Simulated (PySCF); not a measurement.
1-chlorocyclopenta-1,3-diene (C₅H₅Cl), SMILES ClC1=CC=CC1. Atoms are numbered in the order given.

```xyz
11

Cl    -0.0009     2.0048     0.0000
C     -0.0695     0.2865     0.0000
C     -1.1728    -0.4860     0.0000
C     -0.7373    -1.8945     0.0000
C      0.6102    -1.9545     0.0000
C      1.1729    -0.5583     0.0000
H     -2.2047    -0.1327     0.0000
H     -1.4201    -2.7470     0.0000
H      1.2227    -2.8578     0.0000
H      1.7977    -0.3520     0.8869
H      1.7977    -0.3520    -0.8869
```

Geometry optimised at ωB97X-D3(BJ)/def2-SVP. Other conformers were not sampled.

Two levels are set side by side: PBE/pcSseg-1 (PySCF) and KT2/pcSseg-1 (PySCF). GIAO shifts against HCl (³⁵Cl), TMS (¹H), TMS (¹³C) at the same level; non-relativistic, no solvent, atoms listed together averaged. Without spin–orbit terms, shifts of atoms bonded to Cl or Br come out too high at both levels. Differences are taken from unrounded values.

```tsv
quantity	KT2	PBE	PBE minus KT2
δ(³⁵Cl) of Cl1 (ppm)	207.2	222.3	15.2
δ(¹³C) of C2 (ppm)	141.0	150.4	9.4
δ(¹³C) of C3 (ppm)	128.2	136.1	7.9
δ(¹³C) of C4 (ppm)	133.1	141.5	8.4
δ(¹³C) of C5 (ppm)	128.8	137.4	8.7
δ(¹³C) of C6 (ppm)	50.5	53.1	2.6
δ(¹H) of H7 (ppm)	6.60	6.68	0.08
δ(¹H) of H8 (ppm)	6.81	6.90	0.09
δ(¹H) of H9 (ppm)	6.50	6.61	0.11
δ(¹H) of H10, H11 (ppm)	3.28	3.31	0.02
```

Rough cost on one machine, each run with all the roots and properties that it gave: KT2 against PBE within a factor of 2.
